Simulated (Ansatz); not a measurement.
Z-matrix (Å, degrees):
```
C
Al 1 1.952
H 1 1.092 2 112.8
H 1 1.096 2 111.0 3 -120.9
H 1 1.095 2 111.1 3 121.0
C 2 1.946 1 120.0 3 -179.1
H 2 1.593 1 122.6 3 0.9
C 6 1.400 2 121.0 1 -179.9
C 6 1.401 2 121.7 1 0.1
C 8 1.387 6 121.6 2 180.0
H 8 1.087 6 119.6 2 -0.0
C 9 1.387 6 121.6 2 -180.0
H 9 1.087 6 119.8 2 0.0
C 10 1.387 8 119.8 6 0.0
H 10 1.085 8 120.2 6 -180.0
H 12 1.085 9 120.2 6 -180.0
H 14 1.084 10 120.0 8 180.0
```

The species carries charge 0 and has multiplicity 1.

Problem. List the PBE0/def2-TZVPP orbital energies in eV (Ansatz 0.2.0). (An estimate is asked.)

Solution. Ansatz gave: Occupied: -1527.16, -278.38, -278.33, -278.31, -278.27, -278.26, -277.79, -277.35, -113.08, -73.22, -72.99, -72.97, -23.94, -20.94, -20.76, -18.96, -16.88, -16.67, -14.54, -12.60, -12.59, -11.78, -11.48, -11.01, -10.99, -10.50, -10.16, -9.53, -8.02, -7.74, -7.36, -7.30. Lowest empty: -1.34, -0.23, 0.29, 0.63, 1.37, 1.90, 2.41, 2.52.
